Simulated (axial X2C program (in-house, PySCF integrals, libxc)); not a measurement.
# Which molecule has these constants?

Calculated with an in-house all-electron X2C program for linear molecules (integrals from PySCF), spin-free (one-electron X2C) or two-component (2c: spin–orbit coupling with atomic mean-field Coulomb and Gaunt terms, which also bring small scalar terms), in Dyall basis sets with cores contracted in-house; open shells are unrestricted.

A two-component PBE0 calculation in a Dyall 3-zeta basis gave Re = 1.673 Å, ωe = 811.6 cm⁻¹, De = 2.74 eV, Ω = 3/2.

**Question.** Which molecule is it?
A. VF⁺
B. CaF⁺
C. GaF⁺
D. BrF⁺
E. MnF⁺

**Answer.** D. The others have MnF⁺ 1.728 Å and 752.3 cm⁻¹ (Ω = 5/2); VF⁺ 1.710 Å and 811.4 cm⁻¹ (Ω = 1/2); GaF⁺ 1.700 Å and 707.2 cm⁻¹ (Ω = 1/2); CaF⁺ 1.859 Å and 700.1 cm⁻¹ (Ω = 0).

Each entry is the lowest single determinant of a limited PBE0 search at one distance. De goes to single-determinant-based atoms at the same level (for ions the charge split of lowest energy) and is withheld (n/a) where an atom does not fit its ground term or J level. Main or longest-lived isotopes. One determinant is a doubtful description, or other states lie close, for MnF⁺, VF⁺; these need not be ground states, and all values refer to the states named. With several unpaired electrons the Ω given is that of one determinant, not necessarily of the lowest component. Some light 2c atoms are not at their ground J level, so De misses part of their lowering (0.04 eV or less). The functionals have no current term, which raises determinants with orbital currents.
